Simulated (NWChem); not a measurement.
GeN2H5Cl; SMILES [NH2][GeH]([NH2])[Cl]

All runs: NWChem. Each level has its own optimisation; frequencies are unscaled. One conformer.

```csv
level,r Cl–Ge (Å),r Ge–H (Å),r H–N (Å),highest harmonic frequency (cm⁻¹),lowest (cm⁻¹),zero-point energy (kcal/mol),dipole (D)
Hartree-Fock/STO-3G,2.195,1.445,1.014,4227,180,44.1,2.78
Hartree-Fock/3-21G,2.272,1.523,1.000,3855,148,41.3,4.76
PBE-D3(BJ)/def2-SVP,2.203,1.552,1.026,3553,144,37.3,1.75
```
